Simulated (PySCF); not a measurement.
PySCF input (MN15/def2-TZVPD):

```python
from pyscf import gto, scf, dft

mol = gto.M(
    atom='''
    B    -0.00000000   -0.00000000   -1.79722629
    I     0.00000000    0.00000000    0.16954965
    ''',
    basis='def2-tzvpd',
    ecp='def2-tzvp',
    charge=1,
    spin=1,
    symmetry='C2v',
    verbose=4,
)

mf = dft.UKS(mol, xc='mn15').density_fit(auxbasis='def2-universal-jkfit')
mf.grids.level = 4
mf.conv_tol = 1e-9
mf.max_cycle = 100
mf.max_memory = 1500
mf.kernel()
if not mf.converged:
    mf = mf.newton()
    mf.kernel(mf.make_rdm1())
mf.analyze()
```

Output:

```
ECP def2-tzvp not found for  B
PySCF version 2.14.0

[INPUT] verbose = 4
[INPUT] num. atoms = 2
[INPUT] num. electrons = 29
[INPUT] charge = 1
[INPUT] spin (= nelec alpha-beta = 2S) = 1
[INPUT] symmetry C2v subgroup None
[INPUT] Mole.unit = angstrom
[INPUT] Symbol           X                Y                Z      unit          X                Y                Z       unit  Magmom
[INPUT]  1 B      0.000000000000   0.000000000000  -1.797226290000 AA    0.000000000000   0.000000000000  -3.396265471968 Bohr   0.0
[INPUT]  2 I      0.000000000000   0.000000000000   0.169549650000 AA    0.000000000000   0.000000000000   0.320402403016 Bohr   0.0

nuclear repulsion = 33.6322760614003
point group symmetry = Coov, use subgroup C2v
symmetry origin: [0. 0. 0.]
symmetry axis x: [1. 0. 0.]
symmetry axis y: [0. 1. 0.]
symmetry axis z: [0. 0. 1.]
num. orbitals of irrep A1 = 42
num. orbitals of irrep A2 = 10
num. orbitals of irrep B1 = 22
num. orbitals of irrep B2 = 22
number of shells = 32
number of NR pGTOs = 156
number of NR cGTOs = 96
basis = def2-tzvpd
ecp = def2-tzvp

******** <class 'pyscf.df.df_jk.DFSymAdaptedUKS'> ********
method = DFSymAdaptedUKS
initial guess = minao
damping factor = 0
level_shift factor = 0
DIIS = <class 'pyscf.scf.diis.CDIIS'>
diis_start_cycle = 1
diis_space = 8
diis_damp = 0
SCF conv_tol = 1e-09
SCF conv_tol_grad = None
SCF max_cycles = 100
direct_scf = False
number electrons alpha = 15  beta = 14
XC library pyscf.dft.libxc version 7.1.2
    S. Lehtola, C. Steigemann, M. J. T. Oliveira, and M. A. L. Marques,  SoftwareX 7, 1–5 (2018)
XC functionals = mn15
    H. S. Yu, X. He, S. L. Li, and D. G. Truhlar,  Chem. Sci. 7, 5032–5051 (2016)
    H. S. Yu, X. He, S. L. Li, and D. G. Truhlar,  Chem. Sci. 7, 5032–5051 (2016)
radial grids:
    Treutler-Ahlrichs [JCP 102, 346 (1995); DOI:10.1063/1.469408] (M4) radial grids

becke partition: Becke, JCP 88, 2547 (1988); DOI:10.1063/1.454033
pruning grids: <function nwchem_prune>
grids dens level: 4
symmetrized grids: C2v
atomic radii adjust function: <function treutler_atomic_radii_adjust>
small_rho_cutoff = 0
Freeze 0 electrons in irreps []
    29 free electrons in irreps A1 A2 B1 B2
[...]
beta  HOMO (B1) = -0.591627851256598  LUMO (A1) = -0.360746383998771
  HOMO = -0.586391201712  LUMO = -0.360746383999  gap/eV = 6.14011
Extra cycle  E= -321.396661867802  delta_E= -5.12e-12  |g|= 7.98e-07  |ddm|= 5.48e-06
converged SCF energy = -321.396661867802  <S^2> = 0.77057168  2S+1 = 2.020467
**** SCF Summaries ****
Total Energy =                        -321.396661867801527
Nuclear Repulsion Energy =              33.632276061400269
One-electron Energy =                 -608.151245460406585
Two-electron Energy =                  253.122307531204825
Two-electron Coulomb Energy =          278.217186083043146
DFT Exchange-Correlation Energy =      -25.094878551838324
HOMO-LUMO gap [eV] =                     6.140108238193929
Wave-function symmetry = A1
alpha occupancy for each irrep:     A1   A2   B1   B2
                                     8    1    3    3
beta  occupancy for each irrep:     A1   A2   B1   B2
                                     7    1    3    3
**** MO energy ****
alpha MO #1 (A1 #1), energy= -7.11890004688489 occ= 1
alpha MO #2 (A1 #2), energy= -6.86478030048101 occ= 1
alpha MO #3 (A1 #3), energy= -5.0045827287047 occ= 1
alpha MO #4 (B1 #1), energy= -4.99682267282847 occ= 1
alpha MO #5 (B2 #1), energy= -4.99682267282848 occ= 1
alpha MO #6 (A1 #4), energy= -2.22918181715358 occ= 1
alpha MO #7 (B1 #2), energy= -2.22509200140375 occ= 1
alpha MO #8 (B2 #2), energy= -2.22509200140375 occ= 1
alpha MO #9 (A2 #1), energy= -2.21833499127723 occ= 1
alpha MO #10 (A1 #5), energy= -2.21833358039812 occ= 1
alpha MO #11 (A1 #6), energy= -1.0538103325864 occ= 1
alpha MO #12 (A1 #7), energy= -0.753798337381427 occ= 1
alpha MO #13 (B1 #3), energy= -0.592602345993847 occ= 1
alpha MO #14 (B2 #3), energy= -0.59260234599385 occ= 1
alpha MO #15 (A1 #8), energy= -0.586391201711512 occ= 1
alpha MO #16 (B1 #4), energy= -0.327779503460714 occ= 0
alpha MO #17 (B2 #4), energy= -0.327779503460714 occ= 0
alpha MO #18 (A1 #9), energy= -0.174829240744895 occ= 0
alpha MO #19 (A1 #10), energy= -0.122018988155513 occ= 0
alpha MO #20 (A2 #2), energy= -0.0731766344176439 occ= 0
alpha MO #21 (A1 #11), energy= -0.0731757866319347 occ= 0
alpha MO #22 (B1 #5), energy= -0.0710624046042074 occ= 0
alpha MO #23 (B2 #5), energy= -0.0710624046042145 occ= 0
alpha MO #24 (A1 #12), energy= -0.0619263665107885 occ= 0
alpha MO #25 (A1 #13), energy= -0.0501576673212192 occ= 0
alpha MO #26 (B1 #6), energy= -0.0124276998637711 occ= 0
alpha MO #27 (B2 #6), energy= -0.0124276998637747 occ= 0
alpha MO #28 (B1 #7), energy= 0.0148352698324148 occ= 0
alpha MO #29 (B2 #7), energy= 0.0148352698324139 occ= 0
alpha MO #30 (A1 #14), energy= 0.0264809798644858 occ= 0
alpha MO #31 (A2 #3), energy= 0.0465039374214435 occ= 0
alpha MO #32 (A1 #15), energy= 0.0465043606955575 occ= 0
alpha MO #33 (A1 #16), energy= 0.0678840484538824 occ= 0
alpha MO #34 (B1 #8), energy= 0.0690224371991919 occ= 0
alpha MO #35 (B2 #8), energy= 0.0690224371991706 occ= 0
alpha MO #36 (A1 #17), energy= 0.0741107549709807 occ= 0
alpha MO #37 (A1 #18), energy= 0.119704847358962 occ= 0
alpha MO #38 (A2 #4), energy= 0.187096225683036 occ= 0
alpha MO #39 (A1 #19), energy= 0.187100670030613 occ= 0
alpha MO #40 (B1 #9), energy= 0.201219809942477 occ= 0
alpha MO #41 (B2 #9), energy= 0.201219809942449 occ= 0
alpha MO #42 (B1 #10), energy= 0.218026014223637 occ= 0
alpha MO #43 (B2 #10), energy= 0.218026014223647 occ= 0
alpha MO #44 (A1 #20), energy= 0.236164599651564 occ= 0
alpha MO #45 (A1 #21), energy= 0.303717222779689 occ= 0
alpha MO #46 (A2 #5), energy= 0.331895724179848 occ= 0
alpha MO #47 (A1 #22), energy= 0.331896264841563 occ= 0
alpha MO #48 (B1 #11), energy= 0.366397393833942 occ= 0
alpha MO #49 (B2 #11), energy= 0.36639739383394 occ= 0
alpha MO #50 (A1 #23), energy= 0.452886703416476 occ= 0
alpha MO #51 (A1 #24), energy= 0.597401122998678 occ= 0
alpha MO #52 (B1 #12), energy= 0.600890294436846 occ= 0
alpha MO #53 (B2 #12), energy= 0.600890294436844 occ= 0
alpha MO #54 (A1 #25), energy= 0.61570019553807 occ= 0
alpha MO #55 (A2 #6), energy= 0.615700358579433 occ= 0
alpha MO #56 (A1 #26), energy= 0.643709424099153 occ= 0
alpha MO #57 (B1 #13), energy= 0.669812314985215 occ= 0
alpha MO #58 (B2 #13), energy= 0.669812314985205 occ= 0
alpha MO #59 (B1 #14), energy= 0.783535506700287 occ= 0
alpha MO #60 (B2 #14), energy= 0.783535506700279 occ= 0
alpha MO #61 (A1 #27), energy= 0.875455572191087 occ= 0
alpha MO #62 (A1 #28), energy= 0.97009204513321 occ= 0
alpha MO #63 (B1 #15), energy= 1.08197517624882 occ= 0
alpha MO #64 (B2 #15), energy= 1.08197517624889 occ= 0
alpha MO #65 (A1 #29), energy= 1.15387917788334 occ= 0
alpha MO #66 (B1 #16), energy= 1.19901357371562 occ= 0
alpha MO #67 (B2 #16), energy= 1.19901357371561 occ= 0
alpha MO #68 (A1 #30), energy= 1.2226323570957 occ= 0
alpha MO #69 (A2 #7), energy= 1.22263430926067 occ= 0
alpha MO #70 (A1 #31), energy= 1.31440117333643 occ= 0
alpha MO #71 (B1 #17), energy= 1.37520531186522 occ= 0
alpha MO #72 (B2 #17), energy= 1.37520531186522 occ= 0
alpha MO #73 (A2 #8), energy= 1.44043149842463 occ= 0
alpha MO #74 (A1 #32), energy= 1.44043367380524 occ= 0
alpha MO #75 (B1 #18), energy= 1.52239473849353 occ= 0
alpha MO #76 (B2 #18), energy= 1.52239473849354 occ= 0
alpha MO #77 (A2 #9), energy= 1.52936960568688 occ= 0
alpha MO #78 (A1 #33), energy= 1.52937317844237 occ= 0
alpha MO #79 (A1 #34), energy= 1.6871093156303 occ= 0
alpha MO #80 (B1 #19), energy= 1.80949617947686 occ= 0
alpha MO #81 (B2 #19), energy= 1.80949617947687 occ= 0
alpha MO #82 (A1 #35), energy= 2.35623651025104 occ= 0
alpha MO #83 (B1 #20), energy= 2.70264301522681 occ= 0
alpha MO #84 (B2 #20), energy= 2.70264301522681 occ= 0
alpha MO #85 (A2 #10), energy= 2.74977836074631 occ= 0
alpha MO #86 (A1 #36), energy= 2.74978327379388 occ= 0
alpha MO #87 (B1 #21), energy= 2.93647491513169 occ= 0
alpha MO #88 (B2 #21), energy= 2.93647491513169 occ= 0
alpha MO #89 (A1 #37), energy= 3.06558864549728 occ= 0
alpha MO #90 (A1 #38), energy= 4.12967654420082 occ= 0
alpha MO #91 (A1 #39), energy= 12.7509481458818 occ= 0
alpha MO #92 (B1 #22), energy= 33.5350498341468 occ= 0
alpha MO #93 (B2 #22), energy= 33.5350498341468 occ= 0
alpha MO #94 (A1 #40), energy= 33.7689036763004 occ= 0
alpha MO #95 (A1 #41), energy= 41.6955506905898 occ= 0
alpha MO #96 (A1 #42), energy= 118.087618959276 occ= 0
beta  MO #1 (A1 #1), energy= -7.10932266113709 occ= 1
beta  MO #2 (A1 #2), energy= -6.86481214888654 occ= 1
beta  MO #3 (A1 #3), energy= -5.00418794089936 occ= 1
beta  MO #4 (B1 #1), energy= -4.99685387647656 occ= 1
beta  MO #5 (B2 #1), energy= -4.99685387647657 occ= 1
beta  MO #6 (A1 #4), energy= -2.22810469095434 occ= 1
[...]
```
